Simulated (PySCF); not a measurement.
Trends in electronic spectra. Computed with TDDFT CAM-B3LYP/def2-SVPD, vertical, gas phase, core orbitals frozen in the response in PySCF. Geometries: GFN2-xTB; one conformer of each isolated species. Triplets are in the Tamm–Dancoff approximation. 'Strongest' means the level of largest summed f among the lowest 8 singlets; it needn't be the same kind of state in each.

Task: Rank by computed lowest singlet excitation energy, lowest first.
A. `S([C@H](C1CC1)C)C`
B. `CP(C[SiH3])C(F)(F)F`
C. `CN(C)[SiH2]C=O`
D. `C[Si@@H]1NC[SiH2]N1`
E. `C/C(=C\C#N)CCF`
F. `FC(F)(F)C(Cl)=O`
G. `CC(C)(F)F`
H. `C=C([SiH3])CC=O`

Result: C (3.17 eV), H (4.42 eV), F (4.88 eV), A (5.36 eV), D (5.96 eV), E (6.11 eV), B (6.47 eV), G (9.29 eV).

| SMILES | S1 (eV) | HOMO (eV) | LUMO (eV) | strongest (eV) | first f ≥ 0.01 (nm) | T1 (eV) | S1 mainly |
| --- | --- | --- | --- | --- | --- | --- | --- |
| CN(C)[SiH2]C=O | 3.17 | -8.07 | -0.39 | 7.34 | 203 | 2.48 | H-1→L (82%) |
| C=C([SiH3])CC=O | 4.42 | -8.83 | 0.07 | 7.01 | 187 | 3.85 | H→L (48%) |
| O=C(Cl)C(F)(F)F | 4.88 | -11.20 | -1.35 | 9.11 | 179 | 4.30 | H→L (97%) |
| CS[C@@H](C)C1CC1 | 5.36 | -7.53 | 1.27 | 7.66 | 202 | 4.92 | H→L (46%) |
| C[Si@@H]1NC[SiH2]N1 | 5.96 | -7.95 | 1.13 | 7.25 | 187 | 5.70 | H→L (50%) |
| C/C(=C\C#N)CCF | 6.11 | -9.01 | -0.20 | 6.11 | 203 | 3.68 | H→L (93%) |
| CP(C[SiH3])C(F)(F)F | 6.47 | -8.87 | 0.78 | 7.03 | 192 | 5.19 | H→L (71%) |
| CC(C)(F)F | 9.29 | -11.08 | 1.23 | 10.88 | 133 | 9.14 | H→L (95%) |

H and L stand for HOMO and LUMO.

Mean S1 by what the SMILES shows (count): single bonds only 6.77 eV (4); a double or triple bond but no aromatic ring 4.64 eV (4).
